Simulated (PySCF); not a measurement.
diboron dicarbonyl (C2B2O2), SMILES [O+]#C[B-]#[B-]C#[O+]. Atoms are numbered in the order given.

```xyz
6

O      0.0000     0.0000    -3.3546
C      0.0000     0.0000    -2.1858
B      0.0000     0.0000    -0.7414
B      0.0000     0.0000     0.7414
C      0.0000     0.0000     2.1858
O      0.0000     0.0000     3.3546
```

Geometry optimised at PBE-D3(BJ)/def2-SVP.

These are PBE-D3(BJ)/def2-SVP (PySCF) values and carry that method's errors.

Frequencies are harmonic and unscaled.

Modes within 1.5 cm⁻¹ of each other (mostly degenerate sets) share a row, with their intensities summed.

Problem. List the normal modes with their intensities. (An estimate is asked for; the answer gives what the named calculation found.)

Solution. 
| mode | ν (cm⁻¹) | IR (km/mol) | moving atoms (share of kinetic energy) |
|---|---|---|---|
| 1–2 | 74 | 0.0 | B 54 %, O 46 % |
| 3–4 | 259 | 0.0 | B 55 %, C 27 %, O 18 % |
| 5 | 478 | 0.0 | O 61 %, C 35 % |
| 6–7 | 511 | 26.1 | C 68 %, B 18 %, O 13 % |
| 8–9 | 540 | 0.0 | C 50 %, B 43 % |
| 10 | 1087 | 21.3 | B 69 %, O 28 % |
| 11 | 1671 | 0.0 | B 87 %, O 12 % |
| 12 | 2080 | 2436.7 | C 66 %, O 31 % |
| 13 | 2130 | 0.0 | C 64 %, O 27 %, B 9 % |
